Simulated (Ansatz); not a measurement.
`[GaH2][AsH2]`. The species carries charge 0 and has multiplicity 1.

Cartesian coordinates in Å:
```
Ga 0.2136 0.2323 0.9786
As 0.2008 0.2795 -1.4338
H -0.7980 1.1333 1.7719
H 1.3065 -0.6112 1.7258
H -1.3156 0.1914 -1.5032
H 0.3927 -1.2252 -1.5393
```

Problem. List the harmonic frequencies (cm⁻¹, unscaled) at PBE0-D4/def2-TZVP in Ansatz. (An estimate is asked.)

Solution. Computed: 186, 259, 359, 425, 614, 623, 743, 984, 1959, 1969, 2213, 2228.

Problem. Is this a minimum?

Solution. Yes, all 12 modes are real.

Problem. Give the ideal-gas thermochemistry at 298.15 K and 1 bar (rigid rotor, harmonic oscillator; point group Cs, symmetry number 1).

Solution. Zero-point energy 75.1 kJ/mol; H(298) − E = 90.7 kJ/mol; entropy 303.5 J/(mol·K), of which translation 171.2, rotation 102.4, vibration 29.8; G(298) − E = 0.2 kJ/mol.

Problem. Rotational constants (cm⁻¹)?

Solution. 2.016, 0.07536, 0.07399.
